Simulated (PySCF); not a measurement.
# Computed properties of dichloro(silyloxy)silane (Cl2H4OSi2), SMILES [SiH3]O[SiH](Cl)Cl

Cl2H4OSi2, SMILES [SiH3]O[SiH](Cl)Cl. Geometry: ωB97X-D3(BJ)/def2-SVP. One conformer was computed; it need not be the lowest. All values are computed for the isolated molecule unless a solvent is named; none is compared with measurement here.

**Structure.** All 21 harmonic modes at ωB97X-D3(BJ)/def2-SVP (PySCF) are real, so it is a minimum. With heavy atoms numbered as in [SiH3:1][O:2][SiH:3]([Cl:4])[Cl:5], the shortest bond between them is O2–Si3 at 1.632 Å and the longest Si3–Cl4 at 2.053 Å.

**Vibrations.** The strongest infrared lines (harmonic, unscaled, degenerate partners summed) lie at 995 cm⁻¹ (453 km/mol, H 79 %, Si 15 %), 1107 cm⁻¹ (328 km/mol, O 70 %, Si 17 %, H 12 %), 859 cm⁻¹ (255 km/mol, H 79 %, Si 15 %). The softest mode is at 26 cm⁻¹ and the zero-point energy is 27.4 kcal/mol.

**Electronic structure.** HF/def2-TZVP (PySCF) places the frontier levels at -12.58 and 2.99 eV, a gap of 15.57 eV, and gives a dipole moment of 1.11 D and a mean polarisability of 66.7 bohr³. PBE/def2-TZVP (PySCF) at the same geometry gives -7.70 and -1.06 eV, so its gap is 8.93 eV narrower. An orbital gap is neither the optical nor the fundamental gap.

**Excitations.** TDDFT-ωB97X/def2-SVPD (PySCF) has S1 at 8.00 eV (155 nm, f = 0.000, dark); the most intense of the 10 singlets computed lies at 9.22 eV (f = 0.08). T1 (TDA) is at 7.64 eV. TDDFT-PBE/def2-SVPD (PySCF) puts S1 at 6.75 eV. No vertical singlet excitation falls in the visible range (under 3.1 eV).

**NMR.** GIAO shifts at HF/pcSseg-1 (PySCF) (non-relativistic, atoms alike by connectivity averaged): ¹H from 4.8 to 5.2 ppm against TMS; ²⁹Si from -39.6 to -21.8 ppm against TMS. Without spin–orbit terms, shifts of atoms bonded to Cl or Br come out too high.
